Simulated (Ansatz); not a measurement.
The first iterations of a band of GeH$_{4}$O$_{3}$ (8 atoms, charge 0, multiplicity 1).

Theory: Ansatz 0.2.0, RKS PBE/def2-SVP.

| Property | Result |
| --- | --- |
| movable images | 5 |
| climbing image | yes |
| spring | 5.0 eV/Å² |
| optimiser | quadratic models (default) |
| start path | through a guess of the saddle point |
| force threshold | 0.03 eV/Å |
| iteration limit | 60 |
| end points | relaxed |

Image 0:

```xyz
8
Properties=species:S:1:pos:R:3
Ge -0.048 -0.125 0.521
H 0.016 0.166 2.034
O 1.479 -0.754 -0.185
H 2.197 -0.095 -0.142
O -0.546 1.422 -0.223
H -0.864 1.269 -1.134
O -1.207 -1.417 0.102
H -0.729 -2.115 -0.385
```

Image 6:

```xyz
8
Properties=species:S:1:pos:R:3
Ge -0.971 0.199 0.729
H 1.664 -0.503 1.581
O 1.420 -0.006 0.775
H 1.126 -0.714 0.133
O -0.943 1.494 -0.527
H -0.653 1.104 -1.377
O -0.509 -1.173 -0.502
H -0.838 -2.050 -0.226
```

| iteration | highest image above the first end (eV) | largest band force component (eV/Å) |
| --- | --- | --- |
| 1 | 16.298 | 81.996 |
| 2 | 2.564 | 9.986 |
| 3 | 2.220 | 5.694 |
| 4 | 2.100 | 2.120 |
| 5 | 1.906 | 0.745 |
| 6 | 1.254 | 1.120 |
| 7 | 1.231 | 1.778 |
| 8 | 1.203 | 0.784 |
| 9 | 1.131 | 1.398 |

Task: Does the band converge within its limit, and where does its top end?

Result: The run converged. It ended after 28 iterations with the highest image 2.080 eV above the first end. Neighbouring images differ by up to 2.0 eV, so the band resolves the path poorly. A vibrational analysis at the climbing image gives one clearly imaginary mode, 1156i cm⁻¹: a first-order saddle point. The orbitals stay closed-shell, which can raise the energy where a bond breaks towards radicals; this wasn't checked here.

Run time: 91 s on 2 threads of Intel(R) Xeon(R) 6975P-C (Granite Rapids) (shared host), peak memory 0.14 GiB.
